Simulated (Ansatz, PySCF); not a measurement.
AlClH₄O₃Si, SMILES [OH][Al]([OH])[O][SiH2]Cl. Atoms are numbered in the order given.

```xyz
10

Si     1.5460     0.1966    -0.6810
Cl     1.8337    -0.0717     1.3711
O     -0.0605     0.3523    -0.9524
Al    -1.6115    -0.0410    -0.3574
O     -1.9833    -1.6743    -0.1204
O     -2.7708     1.1578    -0.0597
H      2.1096    -0.9903    -1.3698
H      2.2580     1.4375    -1.0733
H     -2.8274    -1.9887     0.2150
H     -2.6356     2.1022    -0.1752
```

Geometry: B3LYP-D3(BJ)/def2-SVP. The structure was generated by enumeration; whether it is a known compound was not checked. One conformer was computed; it need not be the lowest.

Two levels are set side by side: PBE-D3(BJ)/def2-SVP (Ansatz, a quantum-chemistry and plane-wave program) and B3LYP-D3(BJ)/def2-SVP (Ansatz). Each level has its own optimised geometry; the coordinates shown are those of the second. Frequencies come from the Hessian of PySCF at each geometry. Differences are taken from unrounded values.

| quantity | B3LYP-D3(BJ) | PBE-D3(BJ) | PBE-D3(BJ) minus B3LYP-D3(BJ) |
|---|---|---|---|
| mean bond length (Å) | 1.523 | 1.546 | 0.023 |
| bond Si1–Cl2 (Å) | 2.089 | 2.148 | 0.059 |
| bond Si1–O3 (Å) | 1.637 | 1.643 | 0.006 |
| bond O3–Al4 (Å) | 1.707 | 1.766 | 0.059 |
| bond Al4–O5 (Å) | 1.692 | 1.711 | 0.019 |
| bond Al4–O6 (Å) | 1.694 | 1.713 | 0.019 |
| bond Si1–H7 (Å) | 1.484 | 1.496 | 0.012 |
| bond Si1–H8 (Å) | 1.483 | 1.497 | 0.014 |
| bond O5–H9 (Å) | 0.961 | 0.970 | 0.009 |
| bond O6–H10 (Å) | 0.961 | 0.969 | 0.008 |
| highest harmonic wavenumber (cm⁻¹) | 3929 | 3824 | -105 |
| mean harmonic wavenumber (cm⁻¹) | 943 | 911 | -32 |
| zero-point energy (kcal/mol) | 32.35 | 31.25 | -1.10 |

Exact exchange shortens and stiffens bonds; PBE has none. Differences between two approximate levels are no errors against the true value.
